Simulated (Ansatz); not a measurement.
`C=C[Si](N)(F)OC`. The species carries charge 0 and has multiplicity 1.

```xyz
15

C     2.3705   -0.5787   -0.7744
C     1.8781    0.1461    0.2267
Si    0.0865    0.5253    0.4300
N    -0.6396   -0.0330    1.8630
F    -0.1190    2.1104    0.5187
O    -0.6378   -0.0756   -0.8964
C    -2.0287   -0.1019   -1.1264
H     3.4302   -0.8037   -0.8589
H     1.7258   -0.9721   -1.5540
H     2.5687    0.5170    0.9832
H    -0.5768   -0.9886    2.1684
H    -0.8628    0.5978    2.6133
H    -2.3698    0.8547   -1.5331
H    -2.2427   -0.8868   -1.8542
H    -2.5827   -0.3110   -0.2058
```

Problem. Give the diagnostics of a CCSD(T)/def2-TZVPP run (frozen core, Ansatz). (An estimate is asked.)

Solution. Ansatz gave: T1 = 0.0113, largest single amplitude 0.009, largest double 0.065, (T) share of the correlation energy 3.7 %, 9 CCSD cycles. The RHF solution is stable towards an unrestricted one. T1 lies under the customary mark of 0.02 for closed shells.
